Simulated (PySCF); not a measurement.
From computed data to an observable: entropy of an ideal gas

AlHFCl, SMILES [F][AlH][Cl].

Geometry: PBE-D3(BJ)/def2-TZVP.

PBE-D3(BJ)/def2-TZVP (PySCF) gives the harmonic wavenumbers 201, 451, 511, 631, 828, 1966 cm⁻¹ and the rotational temperatures 1.2446, 0.1726, 0.1516 K. The molar mass is 82.44 g/mol, the symmetry number 1, the spin multiplicity 1.

Q: Work out the entropy at 298.15 K and 1 atm in the rigid-rotor, harmonic-oscillator model.

A: 
Translation (Sackur–Tetrode at 1 atm): S = R[1.5 ln M + 2.5 ln T − 1.16487] = 163.8 J/(mol K).
Rotation: q = (√π/σ) T^1.5/√(θA θB θC) = 50600, S = R[ln q + 3/2] = 102.5 J/(mol K).
Vibration: with u = 1.4388 ν/T, each mode gives R[u/(e^u − 1) − ln(1 − e^−u)]:
```
ν (cm⁻¹)  modes     u  S (J/(mol K))
--------  -----  ----  -------------
201           1  0.97           8.89
451           1  2.18           3.32
511           1  2.47           2.64
631           1  3.05           1.67
828           1  4.00           0.78
1966          1  9.49           0.01
```
These are all the modes. Sum 17.3 J/(mol K).
Spin: R ln 1 = 0.0 J/(mol K).
Total 283.6 J/(mol K); the program's own thermochemistry gives 283.6. Translation makes up 58 % and vibration 6 %. Anharmonicity, hindered rotation and orbital degeneracy are left out.
